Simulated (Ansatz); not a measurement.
`CC(C)[Si]N` + HBr → `N[Si]Br` + `CCC` at 600 K and 1 bar (ligand exchange at the Si–C bond).

Gas-phase electronic energies from Ansatz, PBE0-D4/def2-TZVP geometries. CCSD(T)/CBS is the MP2 limit (def2-TZVPP, def2-QZVPP) plus CCSD(T) − MP2 in def2-TZVPP, frozen cores. For Br outer-core shells are correlated without core-valence functions, which leaves a few kJ/mol of doubt a bond. Scalar relativity is left out up to krypton. One conformer a species, not always the lowest.

```
     species  CCSD(T)/CBS energy (Eh)  H − E (kJ/mol)  S (J/(mol·K))
`CC(C)[Si]N`               -463.35613           383.6          453.8
         HBr              -2573.91920            33.5          219.1
   `N[Si]Br`              -2918.35423           107.8          343.7
       `CCC`               -118.98051           315.9          335.6
```

H − E and S are ideal-gas, rigid-rotor, harmonic terms from PBE0-D4/def2-TZVP, for one conformer and one mirror image of each species. 1 Eh = 2625.50 kJ/mol, R = 8.31446 J/(mol·K).

Question: By hand: ΔE, ΔH, ΔS and ΔG.

Answer: ΔE = (-2918.35423) + (-118.98051) − (-463.35613) − (-2573.91920) = -0.05941 Eh = -156.0 kJ/mol. Δ(H − E) = 107.8 + 315.9 − 383.6 − 33.5 = 6.6, so ΔH = -149.4 kJ/mol. ΔS = 343.7 + 335.6 − 453.8 − 219.1 = 6.4 J/(mol·K). ΔG = -149.4 − 600 × (6.4)/1000 = -153.2 kJ/mol.

Question: By hand: the equilibrium constant, and the temperature at which ΔG would vanish if ΔH and ΔS stayed fixed.

Answer: log₁₀ K = −ΔG/(RT ln 10) = 13.3. ΔH and −TΔS have one sign here, so there is no such temperature.

The number of gas molecules stays the same, so ΔS is small and ΔH decides. A doubt of 5 kJ/mol in ΔE shifts log₁₀ K by 0.4 here. Other conformers and mirror images would add mixing entropy, several J/(mol·K) or more a flexible species. Modes under 60 cm⁻¹, often nearly free rotors, make the harmonic entropy too high. These are equilibria of isolated gas molecules and say nothing of rates. Largest T1 diagnostic: 0.012 (customary marks: 0.02 for closed shells, 0.045 for open ones).

ΔS is within the doubt of such terms, so its sign, and with it that verdict, could turn.
